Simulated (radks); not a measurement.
Task: These are the eigenvalues of the occupied orbitals of an atom or ion with whole-number occupations (eV). Method: non-relativistic Kohn-Sham, PBEsol, spin-unpolarised, spherical densities, point nucleus; computed with a radial shooting solver on a logarithmic mesh with Libxc functionals.

1s: -7511.547
2s: -884.1988
2p: -768.3083
3s: -102.5946
3p: -68.0971
3d: -12.2982

Which element is it, and in what charge state? The configuration may be excited.

Result: Z = 27, cobalt, charge +1: Co+ in [Ar] 3d8. The list shows which subshells hold electrons but not how many an open one holds; the 1s level, -276.04 hartree, gives Z - s = 23.5 by -(Z - s)^2/2, which with screening narrows Z to a few neighbours, and the depths of the outer levels then fix element, charge and occupations together.
